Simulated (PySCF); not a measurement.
# Small edits and their spectra

Starting compound: `Cc1ccoc1N([SiH3])[SiH3]`, C5H11NOSi2.

1H NMR (400 MHz, computed): δ 7.02 (m, 1H), 6.43 (m, 1H), 4.93 (s, 6H), 2.39 (s, 3H). 13C{1H} NMR (computed): δ 158.2 (C), 137.0 (CH), 123.0 (CH), 101.0 (C), 12.8 (CH3).

PySCF 2.14 calculation with coordinates at the GFN2-xTB level and σ from GIAO-PBE0/pcSseg-1; non-relativistic, in vacuum, one computed conformer, rapidly exchanging positions averaged.

Chemical shifts δ = σref − σ; 1H (σ = 31.72 ppm) and 13C (σ = 186.93 ppm) vs TMS, all at this level. Where no couplings were computed, multiplicities follow the n + 1 count of equivalent neighbours, and m marks all less simple cases (inequivalent or close neighbours, rings, F or P nearby). Shifts are as computed. Against solution values, carbons near 30 ppm lie about +3 ppm off and those near 130 ppm about +5 ppm. Of 1309 compounds with measured shifts, 239 miss one by over three times the rms of a fit or turn the order of signals round; such compounds aren't used in these exercises. OH and NH positions are gas-phase values without hydrogen bonding to other molecules.

Problem. What are the spectra after this edit: terminal Si group replaced by H, giving `Cc1ccoc1N[SiH3]`?

Solution. 1H NMR (400 MHz, computed): δ 7.02 (m, 1H), 6.44 (m, 1H), 4.86 (s, 3H), 2.96 (br s, 1H), 2.02 (s, 3H). 13C{1H} NMR (computed): δ 157.5 (C), 136.0 (CH), 120.9 (CH), 95.3 (C), 11.0 (CH3).

Problem. What are the spectra after this edit: ring CH replaced by N, giving `Cc1ncoc1N([SiH3])[SiH3]`?

Solution. 1H NMR (400 MHz, computed): δ 7.17 (s, 1H), 4.98 (s, 6H), 2.67 (s, 3H). 13C{1H} NMR (computed): δ 156.3 (C), 144.2 (CH), 117.0 (C), 15.2 (CH3).
